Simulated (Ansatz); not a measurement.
Basis sets compared for HgI₂. Charge 0, multiplicity 1. Geometry PBE-D4/def2-TZVP. Ansatz on 2 threads of Intel Xeon Platinum 8259CL on a shared host; times are rough, and most runs start from earlier orbitals.

```xyz
3

Hg    0.000    0.000    0.000
I    -1.525   -0.696   -1.990
I     1.525    0.696    1.990
```

In the def2 sets Hg, I take a core potential; there is no spin–orbit coupling.

Binding counts from free atoms (Hg singlet, I doublet) in the same basis, without a counterpoise term.

```json
{"level": "PBE-D4/def2-SVP", "functions": "84", "energy (Eh)": "-748.9815", "HOMO (eV)": "-6.54", "LUMO (eV)": "-3.57", "binding per atom (eV)": "1.07", "wall time": "1.2 s"}
{"level": "PBE0-D4/def2-SVP", "functions": "84", "energy (Eh)": "-748.9960", "HOMO (eV)": "-7.69", "LUMO (eV)": "-2.86", "binding per atom (eV)": "1.06", "wall time": "2.4 s"}
```

Problem. Estimate the rows for PBE-D4/def2-TZVP (with forces), PBE0-D4/def2-TZVP.

Solution. 
| level | functions | energy (Eh) | HOMO (eV) | LUMO (eV) | binding per atom (eV) | wall time |
| --- | --- | --- | --- | --- | --- | --- |
| PBE-D4/def2-TZVP (with forces) | 143 | -749.0166 | -6.61 | -3.53 | 1.17 | 2.5 s |
| PBE0-D4/def2-TZVP | 143 | -749.0302 | -7.71 | -2.77 | 1.17 | 3.1 s |
